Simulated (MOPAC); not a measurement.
A run for MOPAC: PM7 on CH6InN (SMILES [CH3][InH][NH2]), a point of a bond scan (R = 3.488 Å).

```
PM7 1SCF PRECISE CHARGE=0 THREADS=1
CH6InN

In    -0.19752538 1    -0.13187274 1    -0.17252637 1
H     -1.33035343 1    -1.07031689 1    -1.06853503 1
C      0.47968627 1     1.91006392 1    -0.40323080 1
H      1.99865069 1     2.32508741 1    -3.51529346 1
H      1.19643939 1     2.15403667 1     0.37930391 1
H     -0.36525754 1     2.59563687 1    -0.34110707 1
N      0.65166297 1    -1.12881397 1     1.37891550 1
H      1.33462167 1    -0.73106337 1     2.00385292 1
H      0.44917276 1    -2.08497332 1     1.62300437 1
```

The log:

```
*******************************************************************************
 **                                                                           **
 **                              MOPAC v23.2.5                                **
 **                                                                           **
 *******************************************************************************
 ** MOPAC's Digital Object Identifier: https://doi.org/10.5281/zenodo.6511958 **
 **                                                                           **
 ** Please cite the open-source release paper for use of this MOPAC version:  **
 ** J. E. Moussa and J. J. P. Stewart (2026)                                  **
 ** MOPAC: An open-source semiempirical molecular orbital program             **
 ** J. Open Source Softw., 11(119), 8025, https://doi.org/10.21105/joss.08025 **
 *******************************************************************************

                              PM7 CALCULATION RESULTS

 *******************************************************************************
 *  PM7        - The PM7 Hamiltonian to be used
 *
 *
 *
 *                 CHARGE ON SYSTEM = 0
 *
 *
 *
 *  PRECISE    - TIGHTER CRITERIA TO BE USED
 *  1SCF       - DO 1 SCF AND THEN STOP
 *  THREADS=1  - MULTI-THREADING NOT USED
 *  T=         - A TIME OF 172800.0 SECONDS REQUESTED
 *  DUMP=N     - RESTART FILE WRITTEN EVERY 7200.0 SECONDS REQUESTED
 *******************************************************************************
PM7 1SCF PRECISE CHARGE=0 THREADS=1
 CH6InN

   ATOM   CHEMICAL          X               Y               Z
  NUMBER   SYMBOL      (ANGSTROMS)     (ANGSTROMS)     (ANGSTROMS)

     1      In         -0.19752538  *  -0.13187274  *  -0.17252637  *
     2       H         -1.33035343  *  -1.07031689  *  -1.06853503  *
     3       C          0.47968627  *   1.91006392  *  -0.40323080  *
     4       H          1.99865069  *   2.32508741  *  -3.51529346  *
     5       H          1.19643939  *   2.15403667  *   0.37930391  *
     6       H         -0.36525754  *   2.59563687  *  -0.34110707  *
     7       N          0.65166297  *  -1.12881397  *   1.37891550  *
     8       H          1.33462167  *  -0.73106337  *   2.00385292  *
     9       H          0.44917276  *  -2.08497332  *   1.62300437  *



          CARTESIAN COORDINATES

    NO.       ATOM           X           Y           Z

     1        In         -0.1975     -0.1319     -0.1725
     2         H         -1.3304     -1.0703     -1.0685
     3         C          0.4797      1.9101     -0.4032
     4         H          1.9987      2.3251     -3.5153
     5         H          1.1964      2.1540      0.3793
     6         H         -0.3653      2.5956     -0.3411
     7         N          0.6517     -1.1288      1.3789
     8         H          1.3346     -0.7311      2.0039
     9         H          0.4492     -2.0850      1.6230

 General Reference for PM7:
 "Optimization of Parameters for Semiempirical Methods VI: More Modifications to the
 NDDO Approximations and Re-optimization of Parameters", J. J. P. Stewart, J. Mol. Mod., 1:32, 19 (2013)
 https://link.springer.com/article/10.1007/s00894-012-1667-x

           Empirical Formula: C H6 N In  =     9 atoms



      MOLECULAR POINT GROUP   :   C1


      RHF CALCULATION, NO. OF DOUBLY OCCUPIED LEVELS = 9



 ALL CONVERGERS ARE NOW FORCED ON
 SHIFT=10, PULAY ON, CAMP-KING ON
 AND ITERATION COUNTER RESET



 -------------------------------------------------------------------------------
 PM7 1SCF PRECISE CHARGE=0 THREADS=1
 CH6InN



     1SCF WAS SPECIFIED, SO BFGS WAS NOT USED
     SCF FIELD WAS ACHIEVED


                              PM7 CALCULATION
                                                       MOPAC v23.2.5 Linux




          FINAL HEAT OF FORMATION =        236.78454 KCAL/MOL =     990.70650 KJ/MOL


          COSMO AREA              =        128.69 SQUARE ANGSTROMS
          COSMO VOLUME            =        105.02 CUBIC ANGSTROMS

          IONIZATION POTENTIAL    =          6.313788 EV
          HOMO LUMO ENERGIES (EV) =         -6.314 -2.012
          NO. OF FILLED LEVELS    =          9
          MOLECULAR WEIGHT        =        146.8851         POINT GROUP:  C1

          MOLECULAR DIMENSIONS (Angstroms)

            Atom       Atom       Distance
            H     9    H     4     6.94634
            H     5    H     2     4.06284
            H     9    H     6     2.75993


          SCF CALCULATIONS        =          1





   ATOM   CHEMICAL          X               Y               Z
  NUMBER   SYMBOL      (ANGSTROMS)     (ANGSTROMS)     (ANGSTROMS)

     1      In         -0.19752538  *  -0.13187274  *  -0.17252637  *
     2       H         -1.33035343  *  -1.07031689  *  -1.06853503  *
     3       C          0.47968627  *   1.91006392  *  -0.40323080  *
     4       H          1.99865069  *   2.32508741  *  -3.51529346  *
     5       H          1.19643939  *   2.15403667  *   0.37930391  *
     6       H         -0.36525754  *   2.59563687  *  -0.34110707  *
     7       N          0.65166297  *  -1.12881397  *   1.37891550  *
     8       H          1.33462167  *  -0.73106337  *   2.00385292  *
     9       H          0.44917276  *  -2.08497332  *   1.62300437  *

                             CARTESIAN COORDINATES

   1   In       -0.197525380    -0.131872740    -0.172526370
   2    H       -1.330353430    -1.070316890    -1.068535030
   3    C        0.479686270     1.910063920    -0.403230800
   4    H        1.998650690     2.325087410    -3.515293460
   5    H        1.196439390     2.154036670     0.379303910
   6    H       -0.365257540     2.595636870    -0.341107070
   7    N        0.651662970    -1.128813970     1.378915500
   8    H        1.334621670    -0.731063370     2.003852920
   9    H        0.449172760    -2.084973320     1.623004370


           Empirical Formula: C H6 N In  =     9 atoms



      MOLECULAR POINT GROUP   :   C1


                  EIGENVALUES
 -33.44374 -21.21143 -15.48780 -13.37565 -12.78873 -11.59146 -10.36140  -8.83033
  -6.31379  -2.01200   1.39913   2.70420   3.47442   4.07088   6.68403   6.82914
   7.42463   7.95960


              NET ATOMIC CHARGES AND DIPOLE CONTRIBUTIONS

  ATOM NO.   TYPE          CHARGE      No. of ELECS.   s-Pop       p-Pop
    1         In           0.693229        2.3068     0.61112     1.69565
    2          H           0.021691        0.9783     0.97831
    3          C          -0.549015        4.5490     1.19940     3.34962
    4          H           0.076526        0.9235     0.92347
    5          H           0.110901        0.8891     0.88910
    6          H           0.111095        0.8889     0.88890
    7          N          -1.001328        6.0013     1.60908     4.39225
    8          H           0.267923        0.7321     0.73208
    9          H           0.268977        0.7310     0.73102
 DIPOLE           X         Y         Z       TOTAL
 POINT-CHG.    -1.721    -0.406    -2.851     3.355
 HYBRID         1.410     0.201     2.265     2.676
 SUM           -0.310    -0.204    -0.586     0.693


          ATOMIC ORBITAL ELECTRON POPULATIONS

     Atom    s        px        py        pz
    1 In   0.61112   0.50107   0.69897   0.49561
    2  H   0.97831
    3  C   1.19940   1.09324   1.22007   1.03631
    4  H   0.92347
    5  H   0.88910
    6  H   0.88890
    7  N   1.60908   1.58275   1.29256   1.51693
    8  H   0.73208
    9  H   0.73102

 **********************
 *                    *
 * JOB ENDED NORMALLY *
 *                    *
 **********************




 == MOPAC DONE ==
```

The run finished.

Cost: about 0.12 core-seconds (a rough figure).
